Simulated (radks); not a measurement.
Results of a calculation; reference values are marked as such.
Species: the manganese ion Mn+. Configuration: [Ar] 3d5 6f1 (not the ground configuration). Code: a radial shooting solver on a logarithmic mesh with Libxc functionals. Model: non-relativistic Kohn-Sham, SCAN, spin-unpolarised, spherical densities, point nucleus; meta-GGA in the generalised Kohn-Sham scheme.

Normalised radial functions P(r) = r R(r), r in bohr:

r             2p       3s
0.007623  0.0249   0.1732
0.008946  0.0338   0.1963
0.01058   0.0463   0.2223
0.01252   0.0632   0.2496
0.01481   0.0860   0.2773
0.01752   0.1164   0.3040
0.02072   0.1567   0.3280
0.02432   0.2065   0.3460
0.02877   0.2738   0.3567
0.03403   0.3595   0.3553
0.04025   0.4669   0.3373
0.04762   0.5984   0.2981
0.05633   0.7553   0.2337
0.0661    0.9273   0.1464
0.07819   1.1291   0.0269
0.0925    1.3419  -0.1163
0.1094    1.5522  -0.2734
0.1294    1.7402  -0.4276
0.1519    1.8767  -0.5505
0.1797    1.9506  -0.6258
0.2126    1.9321  -0.6187
0.2514    1.8103  -0.5073
0.2974    1.5911  -0.2861
0.3518    1.2987   0.0309
0.4129    0.9895   0.3810
0.4884    0.6762   0.7429
0.5778    0.4156   1.0290
0.6835    0.2244   1.1865
0.8085    0.1058   1.1878
0.9564    0.0421   1.0512
1.122     0.0147   0.8388
1.328     0.0039   0.5876
1.571     0.0008   0.3630
1.858     0.0001   0.1953
2.198     0.0000   0.0893
2.579     0.0000   0.0357
3.051     0.0000   0.0111
3.609     0.0000   0.0027
4.269     0.0000   0.0005
5.05      0.0000   0.0001
5.974     0.0000   0.0000
7.011     0.0000   0.0000
8.293     0.0000   0.0000
9.81      0.0000   0.0000
11.6      0.0000   0.0000
13.73     0.0000   0.0000
16.24     0.0000   0.0000
19.06     0.0000   0.0000
22.54     0.0000   0.0000
26.67     0.0000   0.0000
31.55     0.0000   0.0000
37.32     0.0000   0.0000
44.14     0.0000   0.0000
51.8      0.0000   0.0000
61.28     0.0000   0.0000
72.49     0.0000   0.0000

2p: eigenvalue -650.46 eV, 0 radial nodes, <r> = 0.248 bohr, 90 % of the charge inside 0.406 bohr. 3s: eigenvalue -103.54 eV, 2 radial nodes at r = 0.0809, 0.347 bohr, <r> = 0.860 bohr, 90 % of the charge inside 1.29 bohr.
